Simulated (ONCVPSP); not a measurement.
# Before and after: ONCV potential for Al

aluminium, optimised norm-conserving Vanderbilt (ONCV), made with ONCVPSP 4.0.1 (BLYP, scalar-relativistic). Core [Ne], reference 3s1 (charge +2). Waves: 3s: rc 2.05 bohr, ncon 4, nbas 8, qcut 3.1 1/bohr, 2 projectors, debl 2.2 Ha; p scattering state at 0.19 Ha: rc 1.70 bohr, ncon 4, nbas 7, qcut 5.7 1/bohr, 2 projectors, debl 1.9 Ha. Local part: polynomial inside 1.50 bohr (lpopt 5, dvloc0 0 Ha). Core correction: polynomial model core, fcfact 0.3.

In the p channel the program set the typed energies aside and used 0.050, 1.950 Ha.

Change: p: rc 1.18; local potential polynomial inside 1.18 bohr (lpopt 5, dvloc0 0 Ha).

Cutoffs: the cutoffs (Ha) at which the residual kinetic energy of the hardest occupied pseudo-wave falls to 1 and 0.1 mHa per electron; they do not see the model core or the augmentation charge, which bear on the density cutoff. Errors are all-electron minus pseudo energies relative to the spin-unpolarised reference configuration.

Question: How do hardness, ghosts and transferability respond?

Answer: The potential gets neither clearly harder nor softer (9.6 Ha and 37 Ha → 9.6 Ha and 37 Ha); a bound ghost appears in p, which as a rule spoils a file; of the 4 tests that both files solve, the error grows in 0 and shrinks in 3 by more than 15 % and 0.3 meV (median size 40.5 → 11.8 meV). Less of the atom is replaced, so other configurations are described better.

```tsv
quantity	base	changed
cutoff, loose	9.6 Ha	9.6 Ha
cutoff, tight	37 Ha	37 Ha
bound ghosts	none	p
GHOST(+) flags under 300 eV	s at 103.9 eV	s at 76.2 eV
error for 3s2 3p1, meV [ΔE -24.84 eV]	+56	+11
error for 3s2, meV [ΔE -19.22 eV]	+16	+16
error for 3s2 3p0.5, meV [ΔE -22.83 eV]	+39	+13
error for 3s1 3p1, meV [ΔE -13.37 eV]	+42	-4.0
s: phases at 2.08 bohr within 0.05 rad from the reference energy up to (Ha; the scan ends near 5)	2.4	2.2
rms error of d²Exc/dni dnj with the model core, mHa	4.59	4.59
```

 A true bound ghost makes a file unfit for plane-wave use even where its test errors are small: the radial tests pick states by their node count and pass the ghost by.
